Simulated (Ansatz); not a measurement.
Two isomers of C4H8Si: A = `C#CC[SiH2]C`, B = `CC#CC[SiH3]`.

Computed with Ansatz on PBE0-D4/def2-TZVP structures; ΔE is electronic, products minus reactants. CCSD(T)/CBS is the MP2 limit (def2-TZVPP, def2-QZVPP) plus CCSD(T) − MP2 in def2-TZVPP, frozen cores. DFT in def2-TZVPP. B3LYP here is the variant with VWN-RPA as its local correlation; programs differ in this. Each species was taken in one conformer, which may not be the lowest.

A:

```xyz
13

C    -1.1862   -0.7288   -2.2533
C    -0.1916   -0.7161   -1.5785
C     0.9621   -0.6811   -0.7100
Si    0.4523   -0.2839    1.0730
C    -0.4666    1.3369    1.1493
H    -2.0547   -0.7477   -2.8673
H     1.6767    0.0761   -1.0505
H     1.4850   -1.6429   -0.7228
H    -0.3954   -1.3979    1.5746
H     1.6938   -0.2289    1.8960
H     0.1676    2.1624    0.8176
H    -1.3467    1.3011    0.5033
H    -0.7963    1.5507    2.1685
```

B:

```xyz
13

C    -0.722   -2.140   -1.627
C    -0.636   -0.920   -0.846
C    -0.579    0.094   -0.202
C    -0.444    1.298    0.591
Si    1.262    1.370    1.400
H    -0.936   -1.919   -2.676
H    -1.518   -2.789   -1.253
H     0.215   -2.702   -1.588
H    -0.578    2.192   -0.027
H    -1.207    1.338    1.376
H     2.315    1.371    0.354
H     1.448    0.194    2.287
H     1.380    2.614    2.210
```

(1) Which is lower in electronic energy at CCSD(T)/CBS, and by how much? (Best estimate.)

(2) Give E(B) − E(A) in kJ/mol with B3LYP-D4, B2PLYP, ωB97M-V, PBE-D4, PBE0-D4, CCSD/def2-TZVPP, r2SCAN-D4. (An estimate is asked.)

Largest T1 diagnostic: 0.011.

## Answers

(1) Ansatz gave: A, by 27.2 kJ/mol.

(2) The calculation gave: B3LYP-D4 21.4, B2PLYP 21.3, ωB97M-V 26.6, PBE-D4 19.8, PBE0-D4 20.4, CCSD/def2-TZVPP 24.2, r2SCAN-D4 24.0. None reverses the order clearly.

In def2-TZVPP, CCSD(T) changes the Hartree–Fock value by +9.5 kJ/mol (the triples alone add +1.0 kJ/mol) and MP2 by +10.1 kJ/mol. The D4 term adds +3.9 kJ/mol with B3LYP and +2.2 kJ/mol with PBE0; it sums over pairs of atoms, weighted by their polarisabilities, and B3LYP, whose exchange is more repulsive, gets the larger term.
